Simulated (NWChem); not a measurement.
Everything below was run with NWChem. System: H$_{5}$AsSi, charge 0, spin multiplicity 1, displaced from the optimised geometry. Level: B3LYP/def2-SVP, VWN1-RPA local correlation.

The NWChem input:

```
start mol
memory heap 200 mb stack 900 mb global 1100 mb
geometry units angstroms nocenter noautoz
  Si     1.584078    -0.314039     0.000000
  As    -0.798297     0.220107     0.000000
  H      2.219022     0.318258     1.246408
  H      2.219022     0.318258    -1.246408
  H      1.882129    -1.820026     0.000000
  H     -1.076734    -0.841742     1.125293
  H     -1.076734    -0.841742    -1.125293
  symmetry group Cs
end
basis spherical
  * library def2-svp
end
dft
  xc b3lyp
  semidirect memsize 60000000 filesize 0
  iterations 100
  grid xcoarse
end
task dft gradient
```

Part of the output:

```
             Northwest Computational Chemistry Package (NWChem) 7.3.0
             --------------------------------------------------------

                                NWChem Input Module
                                -------------------

 Scaling coordinates for geometry "geometry" by  1.889725989
 (inverse scale =  0.529177249)

 Turning off AUTOSYM since
 SYMMETRY directive was detected!

                             Geometry "geometry" -> ""
                             -------------------------

 Output coordinates in angstroms (scale by  1.889725989 to convert to a.u.)

  No.       Tag          Charge          X              Y              Z
 ---- ---------------- ---------- -------------- -------------- --------------
    1 Si                  14.0000     1.58407800    -0.31403900     0.00000000
    2 As                  33.0000    -0.79829700     0.22010700     0.00000000
    3 H                    1.0000     2.21902200     0.31825800     1.24640800
    4 H                    1.0000     2.21902200     0.31825800    -1.24640800
    5 H                    1.0000     1.88212900    -1.82002600     0.00000000
    6 H                    1.0000    -1.07673400    -0.84174200     1.12529300
    7 H                    1.0000    -1.07673400    -0.84174200    -1.12529300

 Effective nuclear repulsion energy (a.u.)     159.4956883972

            Nuclear Dipole moment (a.u.)
            ----------------------------
        X                 Y               Z
 ---------------- ---------------- ----------------
    -0.0000075589    -0.0000170075     0.0000000000

      Symmetry information
      --------------------

 Group name             Cs
 Group number              2
 Group order               2
 No. of unique centers     5

      Symmetry unique atoms

     1    2    3    5    6


 Summary of "ao basis" -> "" (spherical)
 ------------------------------------------------------------------------------
       Tag                 Description            Shells   Functions and Types
 ---------------- ------------------------------  ------  ---------------------
 *                          def2-svp                  on all atoms

                                 NWChem DFT Module
                                 -----------------

 Summary of "ao basis" -> "ao basis" (spherical)
 ------------------------------------------------------------------------------
       Tag                 Description            Shells   Functions and Types
 ---------------- ------------------------------  ------  ---------------------
 Si                         def2-svp                 8       18   4s3p1d
 As                         def2-svp                12       32   5s4p3d
 H                          def2-svp                 3        5   2s1p

 Summary of "ao basis" -> "ao basis" (spherical)
 ------------------------------------------------------------------------------
       Tag                 Description            Shells   Functions and Types
 ---------------- ------------------------------  ------  ---------------------
 Si                         def2-svp                 8       18   4s3p1d
 As                         def2-svp                12       32   5s4p3d
 H                          def2-svp                 3        5   2s1p

      Symmetry analysis of basis
      --------------------------

        a'         49
        a"         26

            General Information
            -------------------
          SCF calculation type: DFT
          Wavefunction type:  closed shell.
[...]
    35      1.005924  2 As pz                67     -0.785159  6 H  s
    72      0.785159  7 H  s                 32      0.294104  2 As pz
    66     -0.240938  6 H  s                 71      0.240938  7 H  s
    13      0.201529  1 Si pz                29     -0.190666  2 As pz
    52     -0.185082  3 H  s                 57      0.185082  4 H  s

 Vector   29  Occ=0.000000D+00  E= 1.776919D-02  Symmetry=a'
              MO Center=  3.1D-02, -4.2D-01,  6.0D-14, r^2= 5.4D+00
   Bfn.  Coefficient  Atom+Function         Bfn.  Coefficient  Atom+Function
  ----- ------------  ---------------      ----- ------------  ---------------
    23      1.198240  2 As s                 34     -0.905072  2 As py
    67     -0.900681  6 H  s                 72     -0.900681  7 H  s
    11      0.698878  1 Si px                62     -0.502853  5 H  s
    12     -0.482782  1 Si py                22      0.473159  2 As s
     4     -0.301186  1 Si s                 21     -0.265934  2 As s

 center of mass
 --------------
 x =  -0.19770842 y =   0.08430758 z =   0.00000000

 moments of inertia (a.u.)
 ------------------
          60.095599246067          95.633717775659           0.000000000000
          95.633717775659         493.817281942292           0.000000000000
           0.000000000000           0.000000000000         513.318703230420

     Multipole analysis of the density
     ---------------------------------

     L   x y z        total         alpha         beta         nuclear
     -   - - -        -----         -----         ----         -------
     0   0 0 0     -0.000000    -26.000000    -26.000000     52.000000

     1   1 0 0      0.007345      0.003676      0.003676     -0.000008
     1   0 1 0     -0.113768     -0.056875     -0.056875     -0.000017
     1   0 0 1     -0.000000     -0.000000     -0.000000      0.000000

     2   2 0 0    -26.852411   -141.751794   -141.751794    256.651178
     2   1 1 0      0.545406     23.419169     23.419169    -46.292932
     2   1 0 1      0.000000      0.000000      0.000000      0.000000
     2   0 2 0    -26.818496    -27.535612    -27.535612     28.252729
     2   0 1 1     -0.000000     -0.000000     -0.000000      0.000000
     2   0 0 2    -25.778207    -22.958852    -22.958852     20.139497

            General Information
            -------------------
          SCF calculation type: DFT
          Wavefunction type:  closed shell.
          No. of atoms     :     7
          No. of electrons :    52
           Alpha electrons :    26
            Beta electrons :    26
          Charge           :     0
          Spin multiplicity:     1
          Use of symmetry is: on ; symmetry adaption is: on
          Maximum number of iterations: 100
          AO basis - number of functions:    75
                     number of shells:    35
          Convergence on energy requested:  1.00D-06
          Convergence on density requested:  1.00D-05
          Convergence on gradient requested:  5.00D-04

              XC Information
              --------------
                         B3LYP Method XC Potential
                     Hartree-Fock (Exact) Exchange  0.200
                        Slater Exchange Functional  0.800 local
                    Becke 1988 Exchange Functional  0.720 non-local
              Lee-Yang-Parr Correlation Functional  0.810
                  VWN I RPA Correlation Functional  0.190 local

             Grid Information
             ----------------
          Grid used for XC integration:  xcoarse
          Radial quadrature: Mura-Knowles
          Angular quadrature: Lebedev.
          Tag              B.-S. Rad. Rad. Pts. Rad. Cut. Ang. Pts.
          ---              ---------- --------- --------- ---------
          Si                  1.10       42           8.0       194
          As                  1.15       75           9.0       194
          H                   0.35       21          10.0       194
          Grid pruning is: on
          Number of quadrature shells:   180
          Spatial weights used:  Erf1

          Convergence Information
          -----------------------
          Convergence aids based upon iterative change in
          total energy or number of iterations.
          Levelshifting, if invoked, occurs when the
          HOMO/LUMO gap drops below (HL_TOL):  1.00D-02
          DIIS, if invoked, will attempt to extrapolate
          using up to (NFOCK): 10 stored Fock matrices.

                    Damping( 0%)  Levelshifting(0.5)       DIIS
                  --------------- ------------------- ---------------
          dE  on:    start            ASAP                start
          dE off:    2 iters        100 iters           100 iters

      Screening Tolerance Information
      -------------------------------
          Density screening/tol_rho:  1.00D-10
          AO Gaussian exp screening on grid/accAOfunc:  14
          CD Gaussian exp screening on grid/accCDfunc:  20
          XC Gaussian exp screening on grid/accXCfunc:  20
          Schwarz screening/accCoul:  1.00D-08

                            NWChem DFT Gradient Module
                            --------------------------

  charge          =   0.00
  wavefunction    = closed shell

  Using symmetry

                         DFT ENERGY GRADIENTS

    atom               coordinates                        gradient
                 x          y          z           x          y          z
   1 Si      2.993473  -0.593448   0.000000   -0.004246  -0.000313   0.000000
   2 As     -1.508563   0.415942   0.000000   -0.005553   0.012235   0.000000
   3 H       4.193344   0.601420   2.355370    0.004820   0.004921   0.009524
   4 H       4.193344   0.601420  -2.355370    0.004820   0.004921  -0.009524
   5 H       3.556708  -3.439350   0.000000    0.002661  -0.011728   0.000000
   6 H      -2.034732  -1.590662   2.126495   -0.001251  -0.005018   0.004882
   7 H      -2.034732  -1.590662  -2.126495   -0.001251  -0.005018  -0.004882

                 ----------------------------------------
                 |  Time  |  1-e(secs)   |  2-e(secs)   |
                 ----------------------------------------
                 |  CPU   |       0.01   |       4.45   |
                 ----------------------------------------
                 |  WALL  |       0.01   |       4.45   |
                 ----------------------------------------

 Task  times  cpu:        6.8s     wall:        6.8s

 Total times  cpu:        6.8s     wall:        6.8s
```
